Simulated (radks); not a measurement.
Pt2+, 76 electrons, occupied as [Xe] 4f14 5d7 6p1 (not the ground configuration). Calculated with a radial shooting solver on a logarithmic mesh with Libxc functionals: scalar-relativistic Kohn-Sham, PBE, spin-polarised, spherical densities, finite nucleus; open shells are filled with parallel spins first (spin-orbit coupling, left out, can overturn this in heavy ions); Fermi nuclear charge, rms radius 5.427 fm.

X-ray form factor f0, the Fourier transform of the density (f0(0) = 76):

| sin(theta)/lambda (1/angstrom) | f0 (electrons) |
|---|---|
| 0.05 | 75.137 |
| 0.1 | 72.812 |
| 0.15 | 69.591 |
| 0.2 | 65.973 |
| 0.25 | 62.267 |
| 0.3 | 58.645 |
| 0.4 | 52.000 |
| 0.5 | 46.333 |
| 0.6 | 41.557 |
| 0.8 | 33.886 |
| 1 | 27.890 |
| 1.25 | 22.305 |
| 1.5 | 18.585 |
| 2 | 14.526 |
